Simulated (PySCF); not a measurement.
Rh²⁺ (rhodium, charge +2) across methods

[Kr] 4d6 5s1, high-spin 6D determinant (an excited configuration). All numbers are calculated (PySCF 2.14, the spin-free X2C one-electron Hamiltonian (Gaussian nucleus), in aug-cc-pVTZ-DK).

```tsv
method	E (hartree)	mean ε 4d α (eV)	mean ε 4d β (eV)	mean ε 5s α (eV)	Σ⟨r²⟩ (bohr²)	⟨S²⟩
PBE0	-4782.02	-32.836	-29.405	-22.949	34.26	8.751
r2SCAN	-4782.34	-31.338	-27.734	-22.404	34.20	8.751
UHF	-4780.04500	-38.288	-33.843	-24.760	34.48	8.752
wB97X	-4782.47	-35.089	-32.052	-24.677	34.23	8.751
B3LYP	-4782.39	-32.269	-29.172	-22.839	34.35	8.751
LDA	-4777.10	-30.800	-27.614	-22.508	34.34	8.750
PBE	-4781.94	-30.713	-27.541	-22.169	34.33	8.751
r2SCANh	-4782.33	-32.114	-28.462	-22.721	34.19	8.751
```
